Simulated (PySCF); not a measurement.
Si(F)2(H)(nPr) (C3H8F2Si), SMILES CCC[SiH](F)F.

The structure is a stationary point at PBE-D3(BJ)/def2-SVP. The values are those of a single conformer.

Two levels are set side by side: PBE/def2-TZVP (PySCF) and r2SCAN/def2-TZVP (PySCF). Same geometry, gas phase. Differences are taken from unrounded values.

```tsv
quantity	r2SCAN
orbital gap (eV)	7.72
highest occupied level (eV)	-7.67
lowest empty level (eV)	0.05
dipole moment (D)	2.48
mean polarisability (bohr³)	60.4
```

Question: What does PBE give, and how far is it from r2SCAN? (Estimate from the structure and the level; the computed values follow.)

Answer: 
```
quantity                       PBE  PBE minus r2SCAN
---------------------------  -----  ----------------
orbital gap (eV)              6.96             -0.76
highest occupied level (eV)  -7.36              0.30
lowest empty level (eV)      -0.40             -0.45
dipole moment (D)             2.44             -0.05
mean polarisability (bohr³)   62.1               1.7
```

Rough cost on one machine, each run with all the roots and properties that it gave: r2SCAN against PBE about 4 times.
